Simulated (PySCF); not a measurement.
CH2F, SMILES [CH2]F, multiplicity 2.

Coordinates come from a B3LYP-D3(BJ)/def2-TZVPD optimisation. The isomer is the one that the SMILES or the coordinates give; other isomers of the formula were not compared.

Level of theory: TDA-ωB97X/def2-TZVPD run with PySCF 2.14.0.

Vertical excitations. The molecule is in vacuum.

```csv
state,energy (eV),λ (nm),f,main pairs
root 1,5.86,212,0.026,α HOMO→LUMO 88 %
root 2,6.29,197,0.001,"α HOMO→LUMO+1 68 %, α HOMO→LUMO+4 20 %"
root 3,6.30,197,0.000,β HOMO→LUMO 96 %
root 4,7.39,168,0.002,α HOMO→LUMO+2 92 %
root 5,8.08,153,0.026,"α HOMO→LUMO+3 39 %, α HOMO→LUMO+6 26 %, α HOMO→LUMO+4 21 %"
root 6,8.25,150,0.013,"α HOMO→LUMO+3 50 %, α HOMO→LUMO+4 21 %, α HOMO→LUMO+6 12 %, β HOMO−1→LUMO 7 %"
root 7,9.05,137,0.041,"α HOMO→LUMO+6 44 %, α HOMO→LUMO+4 23 %, α HOMO→LUMO+1 19 %, β HOMO−1→LUMO 6 %"
root 8,9.13,136,0.014,α HOMO→LUMO+5 87 %
root 9,9.26,134,0.036,"α HOMO→LUMO+6 7 %, α HOMO→LUMO+3 6 %, β HOMO−1→LUMO 80 %"
root 10,9.90,125,0.056,α HOMO→LUMO+7 92 %
```
Unrestricted roots are not spin-pure.
